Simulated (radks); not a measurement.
Question: These are the eigenvalues of the occupied orbitals of an atom or ion with whole-number occupations (eV). Method: Dirac Kohn-Sham, LB94 model potential, spin-unpolarised, spherical densities, finite nucleus; Fermi nuclear charge, rms radius of each element as measured or else 0.836 A^(1/3) + 0.57 fm; computed with a radial shooting solver on a logarithmic mesh with Libxc functionals.

| orbital | eigenvalue |
|---|---|
| 1s1/2 | -30431.21 |
| 2s1/2 | -4646.970 |
| 2p1/2 | -4353.705 |
| 2p3/2 | -4099.099 |
| 3s1/2 | -921.4877 |
| 3p1/2 | -800.2092 |
| 3p3/2 | -753.4991 |
| 3d3/2 | -538.2722 |
| 3d5/2 | -528.4862 |
| 4s1/2 | -154.2135 |
| 4p1/2 | -113.4508 |
| 4p3/2 | -104.7639 |
| 4d3/2 | -40.2581 |
| 4d5/2 | -38.9900 |
| 5s1/2 | -17.3066 |
| 5p1/2 | -9.2083 |
| 5p3/2 | -8.4836 |

Which element is it, and in what charge state? The configuration may be excited. Open shells, if any, fill j = l - 1/2 first.

Answer: Z = 51, antimony, charge 0: Sb in [Kr] 4d10 5s2 5p3. The list shows which subshells hold electrons but not how many an open one holds; the 1s level, -1118.3 hartree, gives Z - s = 47.3 by -(Z - s)^2/2, which with screening and relativity narrows Z to a few neighbours, and the depths of the outer levels then fix element, charge and occupations together.
